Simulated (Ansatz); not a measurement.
V2O7H4. Charge 0, multiplicity 1. Geometry PBE-D4/def2-SVP.

Cartesian coordinates in Å:
```
V -1.1766 -1.5295 -0.4871
V 0.2522 0.5125 0.5753
O 0.4609 -0.6258 -0.7207
O -1.0135 -2.8699 0.3305
O -2.2130 -1.8204 -1.9143
O -1.2191 -0.0979 0.9875
O 1.9865 1.5086 -0.5267
O 1.2927 0.4860 1.9887
O -2.8279 -0.9043 -1.0290
H 0.9885 0.1048 2.8364
H 1.6843 2.3454 -0.9303
H -0.3188 1.9951 0.1713
H 2.1038 0.8952 -1.2816
```

The structure holds one bond between oxygen atoms, so isomers without such links may lie far lower. The restricted singlet is unstable towards broken spin symmetry in Hartree–Fock (as tested in another run); at PBE-D4/def2-SVP, r2SCAN-D4/def2-TZVP, B97M-V/def2-TZVP, PBE0-D4/def2-TZVPD this wasn't settled. The structure comes from a short search, and lower isomers may exist.

Estimate the orbital energies around the gap (eV) in Ansatz with PBE-D4/def2-SVP, PBE-D4/def2-TZVP, r2SCAN-D4/def2-TZVP, B97M-V/def2-TZVP, PBE0-D4/def2-TZVPD.


```
orbital  PBE-D4/def2-SVP  PBE-D4/def2-TZVP  r2SCAN-D4/def2-TZVP  B97M-V/def2-TZVP  PBE0-D4/def2-TZVPD
 HOMO−9            -9.45             -9.66               -10.09            -10.18              -11.45
 HOMO−8            -9.14             -9.36                -9.78             -9.87              -11.11
 HOMO−7            -8.92             -9.13                -9.57             -9.66              -10.90
 HOMO−6            -8.73             -8.94                -9.35             -9.44              -10.72
 HOMO−5            -8.65             -8.79                -9.21             -9.31              -10.59
 HOMO−4            -8.21             -8.38                -8.77             -8.84              -10.06
 HOMO−3            -7.95             -8.13                -8.52             -8.60               -9.81
 HOMO−2            -7.62             -7.82                -8.24             -8.34               -9.48
 HOMO−1            -7.22             -7.39                -7.71             -7.81               -8.89
   HOMO            -5.60             -5.80                -6.06             -6.17               -7.25
   LUMO            -4.37             -4.51                -4.55             -4.57               -3.69
 LUMO+1            -4.28             -4.42                -4.47             -4.48               -3.57
 LUMO+2            -3.97             -4.09                -4.13             -4.14               -3.23
 LUMO+3            -2.96             -3.10                -3.13             -3.18               -2.36
 LUMO+4            -2.75             -2.89                -2.95             -3.09               -2.21
 LUMO+5            -2.71             -2.84                -2.85             -2.85               -1.98
```
